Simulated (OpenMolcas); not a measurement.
Ni3+ (d7) among equal point charges was computed by CASSCF with the d shell active (OpenMolcas, ANO-RCC-VDZP on the metal). Its lowest spin-free states, and all those of the highest spin:

| 2S+1 | Degeneracy | E (cm-1) |
| --- | --- | --- |
| 4 | 1 | 0.0 |
| 4 | 2 | 324.7 |
| 4 | 1 | 2872 |
| 4 | 1 | 8251 |
| 4 | 2 | 8723 |
| 2 | 1 | 19781 |
| 2 | 2 | 20169 |
| 2 | 1 | 21888 |
| 2 | 1 | 22400 |
| 2 | 2 | 22756 |
| 4 | 2 | 23819 |
| 2 | 1 | 25226 |
| 4 | 1 | 39381 |

Task: Is the site octahedral, tetrahedral or cube-like, axial, or of lower symmetry?

Result: The states with 2S+1 = 4 have orbital degeneracies 1, 2, 1, 1, 2, 2, 1. There are pairs but no triples, so the site is axial: not cubic, but with a proper or improper axis of order three or more. The run had Ni3+ among 5 point charges of -2.6 e arranged as a square pyramid (C4v), 1.85 Å from the ion, with the axial distance 2.183 Å.

Spin-orbit coupling mixes the spin-free states strongly: the lowest level takes only 60 % from its leading state, an unlabelled state of the same spin as most of the rest. Without dynamic correlation the repulsion within the d shell is too large (B by tens of per cent), so at a given field states of lower spin stand too high. Point charges give a weaker field than real ligands, and real ions of this kind are often low spin; the high spin found here belongs to the model. Point charges carry no covalency, so the field is a model and not that of real ligands. An unlabelled pair can be two single states that coincide in this model. No measured value stands beside these numbers.
